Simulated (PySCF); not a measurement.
Isomers of C7H4FNSe. The calculation used PBE0-D3(BJ)/def2-SVP geometry optimisation, gas phase (PySCF). Energies are electronic, without zero-point or thermal terms, for one conformer each. No frequencies were run at this level. Point groups hold within 0.08 Å.

Question: Rank from lowest to highest electronic energy at this level (kJ/mol).
A. `[N:1]#[C:2][Se:3][c:4]1[cH:5][cH:6][c:7]([F:8])[cH:9][cH:10]1` with C2–Se3–C4–C5 3°
B. `[N:1]#[C:2][c:3]1[cH:4][cH:5][c:6]([F:7])[c:8]([SeH:9])[cH:10]1` with C6–C8–Se9–H 1°

Answer: B (0.0), A (38.8).

| SMILES | E (Eh) | E rel (kJ/mol) | dipole (D) | point group | A, B, C (MHz) |
| --- | --- | --- | --- | --- | --- |
| N#Cc1ccc(F)c([SeH])c1 | -2823.92958 | 0.0 | 3.79 | – | 1639, 567.8, 421.7 |
| N#C[Se]c1ccc(F)cc1 | -2823.91480 | 38.8 | 3.30 | near Cs | 2498, 504.3, 419.7 |
